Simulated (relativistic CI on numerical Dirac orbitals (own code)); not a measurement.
**One change at a time: Rb¹¹⁺**

Base calculation: Dirac-Coulomb-Breit CI, KLI orbitals optimised for each configuration, QED by a radiative potential, unscaled Slater integrals.

CI space (outside the closed core [Ne]): 3s²3p⁶3d⁸, 3s²3p⁵3d⁹, 3s²3p⁴3d¹⁰, 3s3p⁶3d⁹, 3s²3p⁶3d⁷4s, 3s²3p⁶3d⁷4p, 3p⁶3d¹⁰, 3s²3p⁶3d⁷4d, 3s²3p⁶3d⁶4s², 3s²3p⁶3d⁶4s4p, 3s²3p⁶3d⁷4f, 3s3p⁵3d¹⁰, 3s²3p⁶3d⁷5s, 3s²3p⁶3d⁶4p², 3s²3p⁶3d⁷5p, 3s²3p⁶3d⁶4s4d. Levels of other configurations are missing.

The lowest level and the first level of each name with at least 55 % of one term (blank where a level has no safe partner in the second run):

```tsv
Level	Base (cm⁻¹)	Shift (cm⁻¹)
3s²3p⁶3d⁸ ³F4	0	0
3s²3p⁶3d⁸ ³F3	10916	-1
3s²3p⁶3d⁸ ³F2	15600	+531
3s²3p⁶3d⁸ ³P1	48616	+3053
3s²3p⁶3d⁸ ³P0	49072	+3340
3s²3p⁶3d⁸ ³P2	49118	+3592
3s²3p⁶3d⁸ ¹G4	61249	+70
3s²3p⁶3d⁸ ¹S0	127512	+14266
3s²3p⁵3d⁹ ³F°4	1004211	+2708
3s²3p⁵3d⁹ ¹D°2	1020620	+4686
3s²3p⁵3d⁹ ³F°3	1035390	+3378
3s²3p⁶3d⁷4s ⁵F5	1070117	+72
3s²3p⁶3d⁷4s ⁵F4	1076766	+124
3s²3p⁵3d⁹ ³P°1	1079412	+8239
```

At this charge energies of transitions that change n are usually good to better than 1 %, and those within a shell (Δn = 0) to a few per cent. Terms inside the open d or f shell come out 10 to 20 % too wide with unscaled integrals.

One thing was changed in a second run, which moved the levels as shown. Which?
A. QED terms removed
B. configuration mixing switched off
C. Breit term removed

B. Configuration mixing switched off. Without mixing, levels that were pushed by configurations of the same parity and J return to their single-configuration places.

LS names give the leading component of a level, which can be under half, so a name can repeat, a term be missing and a line seem to break the LS rules.
